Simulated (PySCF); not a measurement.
Z-matrix (Å, degrees):
```
Ti
N 1 1.8990
H 2 1.0258 1 127.91
H 2 1.0279 3 109.37 1 -172.35
N 1 1.8990 2 109.74 3 -11.91
H 5 1.0259 1 127.83 2 -106.81
H 5 1.0278 6 109.36 1 171.95
N 1 1.8994 2 109.99 3 107.57
H 8 1.0259 1 127.91 2 12.48
H 8 1.0278 9 109.34 1 172.41
N 1 1.8995 2 108.65 3 -132.02
H 11 1.0259 1 127.82 2 -133.43
H 11 1.0278 12 109.33 1 -171.90
```
Charge 0, spin multiplicity 1.

Q: Predict the charge on the central atom (Mulliken), HOMO–LUMO gap, total energy, HOMO and LUMO from TPSSh-D3(BJ)/def2-TZVP // BP86-D3(BJ)/def2-SVP in PySCF.

A: 
| Property | Result |
|---|---|
| charge on the central atom (Mulliken) | 1.58 e |
| HOMO–LUMO gap | 4.78 eV |
| total energy | -1073.5545 Ha |
| HOMO | -6.01 eV |
| LUMO | -1.23 eV |
